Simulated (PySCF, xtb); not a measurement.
Si(F)2(SiH3)2 (F2H6Si3), SMILES F[Si]([SiH3])([SiH3])F.

Harmonic wavenumbers (cm⁻¹) from GFN2-xTB in xtb 6.7.1 at its own minimum, in rising order: 25, 29, 83, 129, 131, 192, 250, 369, 409, 439, 455, 476, 544, 759, 770, 776, 786, 798, 801, 811, 814, 2229, 2231, 2234, 2240, 2246, 2247.

Task: What does PBE-D3(BJ)/def2-SVP in PySCF give at its own minimum? (Estimate from the structure and the level; the computed values follow.)

Result: 82, 85, 91, 124, 132, 198, 261, 367, 403, 468, 508, 513, 548, 802, 813, 855, 881, 888, 895, 899, 908, 2153, 2157, 2170, 2173, 2176, 2177. Paired by order, the mean absolute difference is 49 cm⁻¹ and the zero-point energies are 33.3 and 33.9 kcal/mol.
